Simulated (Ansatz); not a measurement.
Reaction (SMILES): CCCO -> [CH3] (CH3) + [CH2]CO (the C-C bond at the site shown breaks; other sites are not compared here)
Each molecule is optimised on its own at B3LYP-D3(BJ)/def2-TZVP (Ansatz, a program for electronic structure), one conformer each, not searched for the lowest.

Property: bond dissociation energy (electronic energy difference), in kcal/mol. Valence correlation only, unless marked. UHF or UKS for open shells. No spin-orbit coupling. Non-relativistic. Basis-set limits of correlation are two-point, X^-3; Hartree-Fock from the larger set. [CCSD(T)-MP2]/basis is that difference in the basis named.

```json
[
 {"level": "HF/STO-3G", "program": "Ansatz", "bond dissociation energy (kcal/mol)": "93.5"},
 {"level": "HF/aug-cc-pVDZ", "program": "Ansatz", "bond dissociation energy (kcal/mol)": "66.3"},
 {"level": "PBE-D3(BJ)/def2-TZVPD", "program": "Ansatz + dftd3", "bond dissociation energy (kcal/mol)": "95.8"},
 {"level": "BLYP/def2-TZVPD", "program": "Ansatz", "bond dissociation energy (kcal/mol)": "87.6"},
 {"level": "r2SCAN-D3(BJ)/def2-TZVPD", "program": "Ansatz + dftd3", "bond dissociation energy (kcal/mol)": "88.3"},
 {"level": "B3LYP-D4/def2-TZVPD", "program": "Ansatz + dftd4", "bond dissociation energy (kcal/mol)": "91.8"},
 {"level": "PBE0-D3(BJ)/def2-TZVP", "program": "Ansatz + dftd3", "bond dissociation energy (kcal/mol)": "94.9"},
 {"level": "BHLYP-D3(BJ)/def2-TZVPD", "program": "Ansatz + dftd3", "bond dissociation energy (kcal/mol)": "90.0"},
 {"level": "HSE06-D3(BJ)/def2-TZVPD", "program": "Ansatz + dftd3", "bond dissociation energy (kcal/mol)": "94.6"},
 {"level": "LC-wPBE-D3(BJ)/def2-TZVPD", "program": "Ansatz + dftd3", "bond dissociation energy (kcal/mol)": "94.4"},
 {"level": "SCS-MP2/cc-pVTZ", "program": "Ansatz", "bond dissociation energy (kcal/mol)": "99.0"},
 {"level": "CCSD/aug-cc-pVDZ", "program": "Ansatz", "bond dissociation energy (kcal/mol)": "92.0"},
 {"level": "CCSD(T)/aug-cc-pVDZ", "program": "Ansatz", "bond dissociation energy (kcal/mol)": "94.1"},
 {"level": "CCSD(T)/cc-pVTZ", "program": "Ansatz", "bond dissociation energy (kcal/mol)": "96.0"},
 {"level": "RI-MP2/CBS(cc-pVTZ,cc-pVQZ)+[CCSD(T)-MP2]/cc-pVTZ", "program": "Ansatz", "bond dissociation energy (kcal/mol)": "97.7"}
]
```
